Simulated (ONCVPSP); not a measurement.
Which change was made? (Pd, ONCV)

Pd, optimised norm-conserving Vanderbilt (ONCV), made with ONCVPSP 4.0.1 (PBE, non-relativistic). Core [Ar] 3d10, reference 4s2 4p6 4d9.5 (charge +0.5). Waves: 4s: rc 1.15 bohr, ncon 4, nbas 7, qcut 6.9 1/bohr, 2 projectors, debl 3.4 Ha; 4p: rc 1.35 bohr, ncon 4, nbas 9, qcut 7.9 1/bohr, 2 projectors, debl 0.7 Ha; 4d: rc 1.70 bohr, ncon 4, nbas 8, qcut 8.1 1/bohr, 1 projector. Local part: polynomial inside 0.80 bohr (lpopt 5, dvloc0 6 Ha). Core correction: none.

In the p channel the program set the typed energies aside and used -2.006, 0.250 Ha.

Cutoffs, loose and tight: the cutoffs (Ha) at which the residual kinetic energy of the hardest occupied pseudo-wave falls to 1 and 0.1 mHa per electron. They do not see the model core or the augmentation charge, which bear on the density cutoff. Test errors are all-electron minus pseudo excitation energies from the reference, over the configurations 4s2 4p6 4d10; 4s2 4p6 4d9; 4s2 4p6 4d8; 4s2 4p5 4d10; variants that change the core or the reference have their own tests.

The base gives: outcome: generated, projector energies reset by the program; cutoff, loose: 79 Ha; cutoff, tight: 97 Ha; bound ghosts: none; GHOST(+) flags above zero: s; largest test error (meV): -39.

(1) After one change the result is: outcome: generated, projector energies reset by the program; cutoff, loose: 79 Ha; cutoff, tight: 97 Ha; bound ghosts: none; GHOST(+) flags above zero: s; largest test error (meV): -66. Which change was it?
A. p: rc 1.1
B. p: rc 0.94
C. p: rc 1.96
D. p: rc 1.22

Answers

(1) C. The others give: p: rc 1.1 → outcome: generated, projector energies reset by the program; cutoff, loose: 79 Ha; cutoff, tight: 212 Ha; bound ghosts: none; GHOST(+) flags above zero: s; largest test error (meV): -22 | p: rc 0.94 → outcome: generated, projector energies reset by the program; cutoff, loose: 109 Ha; cutoff, tight: 283 Ha; bound ghosts: none; GHOST(+) flags above zero: s; largest test error (meV): -17 | p: rc 1.22 → outcome: generated, projector energies reset by the program; cutoff, loose: 79 Ha; cutoff, tight: 155 Ha; bound ghosts: none; GHOST(+) flags above zero: s; largest test error (meV): -29.
